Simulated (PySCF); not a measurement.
Converging RbBe⁺ in the basis (PBE)

PySCF, UKS reference; singlet, unpaired electrons none; De to Rb⁺ + Be without counterpoise correction.

```tsv
basis	relativity	functions	Re (Å)	ωe (cm⁻¹)	De (eV)	μ (D)
def2-SVP	scalar-relativistic core potentials	33	3.699	122	0.21	0.67
def2-TZVP	scalar-relativistic core potentials	52	3.691	119	0.21	0.63
x2c-SVPall	spin-free X2C	59	3.659	119	0.23	0.77
```

How does each smaller set differ from the one with most functions, x2c-SVPall?

def2-SVP: +4.0 pm, +2.5 % in ωe, -0.02 eV in De; def2-TZVP: +3.2 pm, +0.0 % in ωe, -0.02 eV in De. All at PBE; the set with most functions is neither the basis-set limit nor always the best. The rows treat relativity differently, so the differences are not basis effects alone.

A positive dipole points towards Be; it is taken about the centre of mass and depends on that origin. Closed-shell solutions of metal pairs were not tested for spin polarisation, which can lower them a little. The bond is weak. Basis-set superposition, not corrected here, can be much of De in a small basis, most of all at correlated wavefunction levels. For an ion De counts to the pair picked by the measured ionisation energies or electron affinities, which need not be the lowest pair at this level.
